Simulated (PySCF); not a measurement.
## Working with the constants of MoH⁺

ROHF-CCSD(T) constants of MoH⁺, ⁵Σ⁺ (quintet), unpaired electrons π ↑↑, δ ↑↑ (PySCF, scalar-relativistic core potentials, basis sets Mo def2-TZVPPD with ECP28, H def2-TZVPPD; masses 97.9054 and 1.0078 u):

```
ωe                  : 1945.8 cm⁻¹
ωexe                : 32.7 cm⁻¹
Be                  : 6.0597 cm⁻¹
αe                  : 0.145 cm⁻¹
D (centrifugal)     : 0.000235 cm⁻¹
De to Mo⁺ (4d5) + H : 1.88 eV
```

Task: Give the vibrational terms G(v) and spacings up to v = 6.

Result: G(v) = ωe(v+½) − ωexe(v+½)².

| v | G(v) (cm⁻¹) | G(v) − G(v−1) | Bv (cm⁻¹) |
| --- | --- | --- | --- |
| 0 | 965 |  | 5.987 |
| 1 | 2845 | 1880 | 5.842 |
| 2 | 4660 | 1815 | 5.697 |
| 3 | 6410 | 1750 | 5.552 |
| 4 | 8094 | 1684 | 5.407 |
| 5 | 9713 | 1619 | 5.262 |
| 6 | 11266 | 1553 | 5.117 |

Task: How well does the Morse estimate ωe²/(4ωexe) reproduce De, and what is D0?

Result: It gives 3.59 eV, 191 % of the computed De. D0 = De − G(0) = 1.88 − 0.12 = 1.76 eV.

Correlated steps freeze no core orbitals. Spin–orbit coupling is left out, which matters for elements this heavy, above all for dissociation energies. For an ion De counts to the pair picked by the measured ionisation energies or electron affinities, which need not be the lowest pair at this level. With d or f electrons several states lie close, and the lowest PBE0 determinant need not be the measured ground state.
